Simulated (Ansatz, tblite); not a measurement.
Forces on Li5Al3 at its r2SCAN-D4/def2-SVP geometry. Total charge 0; singlet.

The xTB rows come from tblite. The restricted singlet is unstable towards broken spin symmetry in Hartree–Fock (as tested in another run); at PBE-D4/def2-TZVP this wasn't settled. The structure comes from a short search, and lower isomers may exist.

GFN1-xTB (tblite), largest force 0.71 eV/Å:

```xyz
8
positions Å, forces eV/Å
Al    1.149    0.468    1.374    0.204    0.232    0.627
Al    1.338   -0.234   -1.266    0.293   -0.092   -0.638
Al   -0.941    0.380   -0.175    0.222    0.656   -0.151
Li    3.472   -0.323    0.330   -0.414   -0.315    0.054
Li   -3.419    0.957   -0.489    0.266   -0.279    0.090
Li   -1.227    1.084    2.431   -0.354   -0.257   -0.303
Li    0.472   -2.070    0.605    0.182    0.143   -0.011
Li   -0.845   -0.262   -2.809   -0.399   -0.088    0.331
```

GFN2-xTB (tblite), largest force 0.38 eV/Å:

```
Al 0.001 0.094 0.192
Al 0.022 -0.027 -0.205
Al 0.064 -0.093 0.025
Li -0.069 -0.196 0.053
Li 0.074 -0.061 0.029
Li -0.074 -0.045 -0.014
Li 0.053 0.362 -0.103
Li -0.071 -0.034 0.022
```

PBE-D4/def2-TZVP (Ansatz), largest force 0.14 eV/Å:

```
Al 0.063 0.019 0.128
Al 0.080 -0.045 -0.112
Al -0.120 0.006 -0.006
Li -0.140 -0.009 -0.008
Li 0.079 -0.023 0.011
Li 0.020 -0.038 -0.065
Li 0.006 0.091 -0.025
Li 0.011 -0.002 0.078
```
